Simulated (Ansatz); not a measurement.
`[CH3][GeH]([SiH3])[SH]` at its PBE0-D4/def2-TZVP geometry, where that method's forces vanish. Charge 0, multiplicity 1.

```xyz
12

C     0.5657    1.3969   -1.2208
Ge   -0.3535   -0.1822   -0.5337
Si   -0.4016   -0.2940    1.8464
S     0.8588   -1.9125   -1.2794
H     1.5807    1.4410   -0.8253
H     0.0299    2.2992   -0.9228
H     0.6089    1.3558   -2.3097
H    -1.7744   -0.2755   -1.1326
H    -1.2804    0.7622    2.4203
H     0.9768   -0.1157    2.3740
H    -0.9151   -1.6250    2.2676
H     0.1043   -2.8503   -0.6841
```

**Question.** What forces (eV/Å) does ωB97M-V/def2-TZVPP give on these atoms in the Gaussian-basis code of Ansatz? (Best estimate.)

**Answer.** Ansatz gave: 
```
C1   0.006  0.021 -0.018
Ge2 -0.109  0.002  0.060
Si3 -0.001 -0.004  0.087
S4  -0.042 -0.060  0.033
H5  -0.069  0.002 -0.031
H6   0.048 -0.056 -0.028
H7   0.004  0.013  0.083
H8   0.110  0.008  0.040
H9   0.105 -0.125 -0.072
H10 -0.158 -0.020 -0.064
H11  0.061  0.153 -0.054
H12  0.046  0.067 -0.036
```
